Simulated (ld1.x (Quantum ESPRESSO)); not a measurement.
Transferability test, TM potential for Se

```
Element                 : selenium
Generator               : ld1.x (Quantum ESPRESSO) 7.5
Type                    : norm-conserving Troullier–Martins (Kleinman–Bylander form)
Functional              : PBE
Relativity              : scalar-relativistic
Frozen core             : [Ar]
Valence charge          : 16
Reference configuration : 3d10 4s1 4p5
Partial waves           : 4s (bound): rc 1.65 bohr; 4p (bound): rc 1.50 bohr; 3d (bound): rc 0.90 bohr
Local potential         : the d channel
Core correction         : none
```

Energies are relative to the spin-unpolarised reference configuration 3d10 4s1 4p5; without spin polarisation the order of configurations can differ from experiment.

| valence configuration | charge | ΔE all-electron (eV) | error AE − PS (meV) |
| --- | --- | --- | --- |
| 3d10 4s2 4p4 | 0 | -10.881 | +2.0 |
| 3d10 4s2 4p2 | +2 | 20.312 | -1.5 |
| 3d10 4s2 4p3.5 | +0.5 | -6.572 | -0.2 |
| 3d10 4s0 4p6 | 0 | 11.083 | -0.1 |
| 3d10 4s1 4p4 | +1 | 11.501 | +0.6 |

(1) What are ΔE and the potential's error for 3d10 4s2 4p0?

(2) What are ΔE and the potential's error for 3d10 4s2 4p3?

Note: ghost states, extra bound levels that the all-electron valence spectrum of the same l lacks: s at -645.8 eV, p at -273.3 eV. A true bound ghost makes a file unfit for plane-wave use.

Answers

(1) ΔE = 93.364 eV all-electron; the error (AE − PS) is +58 meV.

(2) ΔE = -0.036 eV all-electron; the error (AE − PS) is -2.1 meV.
